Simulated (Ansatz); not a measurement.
C$_{2}$H$_{6}$FNOSi, SMILES `COC(=N)[SiH2]F` at its PBE0-D4/def2-TZVP geometry, where that method's forces vanish. The species carries charge 0 and has multiplicity 1.

```xyz
12

C     0.9272    1.1216    1.5210
O     0.2470   -0.0122    0.9906
C    -0.0624    0.0372   -0.3141
N     0.2334    1.0352   -1.0327
Si   -0.9575   -1.5326   -0.8668
F    -1.2561   -1.3213   -2.4252
H     1.0905    0.9023    2.5739
H     0.3211    2.0213    1.4024
H     1.8770    1.2736    1.0054
H    -0.0772    0.8980   -1.9906
H    -2.2453   -1.6965   -0.1562
H    -0.0976   -2.7267   -0.7076
```

Q: What forces (eV/Å) does B3LYP-D4/def2-TZVPP give on these atoms in Ansatz? (Best estimate.)

A: Computed: 
```
C1   0.196  0.285  0.233
O2  -0.049 -0.191  0.169
C3  -0.139 -0.176 -0.212
N4   0.014  0.124 -0.179
Si5 -0.018 -0.155  0.218
F6  -0.040  0.017 -0.188
H7  -0.003  0.025 -0.059
H8   0.043 -0.050  0.019
H9  -0.053 -0.003  0.044
H10  0.023  0.046  0.003
H11  0.081  0.007 -0.041
H12 -0.055  0.072 -0.006
```

B3LYP here is the variant with VWN-RPA as its local correlation; programs differ in this.
